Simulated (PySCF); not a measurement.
Species: sum formula SiNHCl3 (charge 0, doublet). It need not be the lowest isomer of its formula. SMILES: [NH][Si](Cl)(Cl)Cl
Structure (B3LYP-D3(BJ)/def2-TZVP (Ansatz) minimum search):
```
Si
N 1 1.7311
H 2 1.0239 1 112.57
Cl 1 2.0305 2 109.34 3 -180.00
Cl 1 2.0443 2 109.47 3 60.50
Cl 1 2.0443 2 109.47 3 -60.50
```
Charge 0, spin multiplicity 2.

Dispersion corrections to the total energy (kcal/mol) from the dftd3 and dftd4 libraries through PySCF: D3(BJ) without and D4 with the three-body term, each with the damping fitted for the functional named.

| functional | D3(BJ) | D4 |
|---|---|---|
| BP86 | [?] | -8.23 |
| PW6B95 | -3.45 | -4.88 |
| r2SCAN | -1.44 | -1.30 |
| B3LYP | -10.08 | -9.62 |
| B2PLYP | -5.16 | -4.08 |
| LC-wPBE | -5.65 | [?] |
| HF | [?] | -18.41 |

### Question
Fill in the missing entries.

### Answer

- BP86, D3(BJ): -9.91
- LC-wPBE, D4: -6.62
- HF, D3(BJ): -37.96
